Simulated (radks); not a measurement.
Values are calculated unless marked as measured or tabulated.
Spherical quantum dot in the effective-mass picture: electrons in a hard-walled sphere of radius 1.53, all in effective atomic units (hartree* = m*/eps^2 hartree, bohr* = eps/m* bohr), one dielectric constant everywhere. Level of theory: non-relativistic Kohn-Sham, r2SCAN, spin-polarised, spherical densities, generalised Kohn-Sham scheme (a radial shooting solver with Libxc functionals). Levels are named by radial order and angular momentum (1s, 1p, 1d, 2s, ...), and open shells are averaged over m. Results are scaled to m* = 0.058 and eps = 6.5, for which hartree* = 37.36 meV and bohr* = 5.93 nm. Each electron was tried in the lowest free levels, single moves between levels near the top were tried too, and the lowest total energy was kept; such a search can miss a lower state. At N = 1 the Hartree and exchange-correlation terms need not cancel, so that row can carry a self-interaction error.

\begin{tabular}{lrrrrrr}
N & open shells & 2S & mu = E(N) - E(N-1) (meV) & addition energy mu(N+1) - mu(N) (meV) & e(HOMO) (meV) & rms radius (nm) \\ \hline
1 & 1s(up 1, down 0) & 1 & 78.567 & 41.43 & 92.917 & 4.834 \\
2 & none & 0 & 119.99 & 109.2 & 134.47 & 4.932 \\
3 & 1p(up 1, down 0) & 1 & 229.21 & 29.71 & 243.63 & 5.225 \\
4 & 1p(up 2, down 0) & 2 & 258.92 & 31.48 & 274.51 & 5.378 \\
5 & 1p(up 3, down 0) & 3 & 290.40 & 45.63 & 306.38 & 5.479 \\
6 & 1p(up 3, down 1) & 2 & 336.03 & 29.11 & 350.25 & 5.557 \\
7 & 1p(up 3, down 2) & 1 & 365.13 & 30.69 & 380.31 & 5.620 \\
8 & none & 0 & 395.82 & 127.0 & 411.45 & 5.671 \\
9 & 1d(up 1, down 0) & 1 & 522.86 & 29.52 & 537.52 & 5.754 \\
10 & 1d(up 2, down 0) & 2 & 552.37 & 29.95 & 567.28 & 5.822 \\
11 & 1d(up 3, down 0) & 3 & 582.33 & 30.24 & 597.40 & 5.879 \\
12 & 1d(up 4, down 0) & 4 & 612.57 & 30.42 & 627.75 & 5.928 \\
13 & 1d(up 5, down 0) & 5 & 642.99 & 43.31 & 658.24 & 5.970 \\
14 & 1d(up 5, down 1) & 4 & 686.30 & 29.04 & 700.73 & 6.010 \\
15 & 1d(up 5, down 2) & 3 & 715.34 & 29.49 & 730.01 & 6.044 \\
16 & 1d(up 5, down 3) & 2 & 744.83 & 29.81 & 759.68 & 6.076 \\
17 & 1d(up 5, down 4) & 1 & 774.64 & 30.02 & 789.61 & 6.105 \\
18 & none & 0 & 804.65 & 130.6 & 819.70 & 6.131 \\
19 & 2s(up 1, down 0) & 1 & 935.29 & 44.86 & 952.35 & 6.101 \\
20 & 2s(up 1, down 0) 1f(up 1, down 0) & 2 & 980.15 & 29.11 & 994.59 & 6.137 \\
21 & 2s(up 1, down 0) 1f(up 2, down 0) & 3 & 1009.3 & 29.22 & 1023.8 & 6.169 \\
22 & 2s(up 1, down 0) 1f(up 3, down 0) & 4 & 1038.5 & 29.32 & 1053.1 & 6.200 \\
23 & 2s(up 1, down 0) 1f(up 4, down 0) & 5 & 1067.8 & 29.40 & 1082.5 & 6.228 \\
24 & 2s(up 1, down 0) 1f(up 5, down 0) & 6 & 1097.2 & 28.86 & 1111.9 & 6.254 \\
25 & 1f(up 7, down 0) & 7 & 1126.1 & 30.74 & 1139.3 & 6.329 \\
26 & 2s(up 1, down 0) 1f(up 7, down 0) & 8 & 1156.8 & 41.43 & 1173.5 & 6.301 \\
27 & 2s(up 1, down 0) 1f(up 7, down 1) & 7 & 1198.2 & 28.66 & 1212.4 & 6.323 \\
28 & 2s(up 1, down 0) 1f(up 7, down 2) & 6 & 1226.9 & 28.82 & 1241.2 & 6.343 \\
29 & 2s(up 1, down 0) 1f(up 7, down 3) & 5 & 1255.7 & 26.17 & 1270.1 & 6.363 \\
30 & 1f(up 7, down 5) & 2 & 1281.9 & 29.19 & 1296.4 & 6.425 \\
31 & 1f(up 7, down 6) & 1 & 1311.1 & 29.26 & 1325.7 & 6.441 \\
32 & none & 0 & 1340.3 & 39.90 & 1355.0 & 6.456 \\
33 & 2s(up 1, down 0) & 1 & 1380.2 & 47.68 & 1396.8 & 6.432 \\
34 & none & 0 & 1427.9 & 135.4 & 1444.3 & 6.408 \\
35 & 1g(up 1, down 0) & 1 & 1563.3 & 28.56 & 1577.6 & 6.427 \\
36 & 1g(up 2, down 0) & 2 & 1591.8 & - & 1606.2 & 6.446 \\
\end{tabular}

All shells are closed at N = 2, 8, 18, 32, 34 (there: 1s2 1p6 1d10 2s2 1f14); the second difference of the energy has clear peaks (12 % above both neighbours; the first and last values, which can be the largest, are not judged, and half-filled shells can peak too) at N = 2, 5, 8, 13, 18, 26, 34.
